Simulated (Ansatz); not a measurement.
Computed with Ansatz on PBE0-D4/def2-TZVP structures; ΔE is electronic, products minus reactants. CCSD(T)/CBS is the MP2 limit (def2-TZVPP, def2-QZVPP) plus CCSD(T) − MP2 in def2-TZVPP, frozen cores. DFT in def2-TZVPP. B3LYP here is the variant with VWN-RPA as its local correlation; programs differ in this. HSE06 is defined as in plane-wave codes. Open shells (•) are unrestricted, without spin–orbit coupling. For Ge outer-core shells are correlated without core-valence functions, which leaves a few kJ/mol of doubt a bond. Scalar relativity is left out up to krypton.

Reaction (isomerisation): `[CH2][CH2][GeH3]`• → `[CH3][GeH][CH3]`•

| level | ΔE (kcal/mol) | difference from CCSD(T)/CBS |
| --- | --- | --- |
| PBE-D4 | -24.5 | -0.4 |
| r2SCAN-D4 | -22.6 | 1.5 |
| B3LYP-D4 | -23.4 | 0.7 |
| r2SCAN0-D4 | -22.7 | 1.4 |
| HSE06-D4 | -24.3 | -0.2 |
| PBE | -24.6 | -0.5 |
| BLYP | -23.7 | 0.4 |
| r2SCANh | -22.6 | 1.5 |
| r2SCAN0 | -22.7 | 1.4 |
| HSE06 | -24.3 | -0.2 |
| CAM-B3LYP | -23.0 | 1.1 |
| LC-ωPBE | -23.7 | 0.4 |
| RPA@PBE/def2-TZVPP | -23.9 | 0.2 |
| CCSD(T)/def2-SVP | -22.1 | 2.0 |
| MP2/def2-QZVPP | -27.1 | -3.0 |
| CCSD/CBS(def2) | -23.5 | 0.6 |
| CCSD(T)/CBS | -24.1 | 0 |

Largest T1 diagnostic among the species: 0.013.

From BLYP to BHLYP (50 % exact exchange), in def2-TZVPP and without D4, ΔE moves by +1.3 kcal/mol. At CCSD(T), def2-SVP lies +2.0 kcal/mol from the extrapolated value and def2-TZVPP −0.3 kcal/mol.
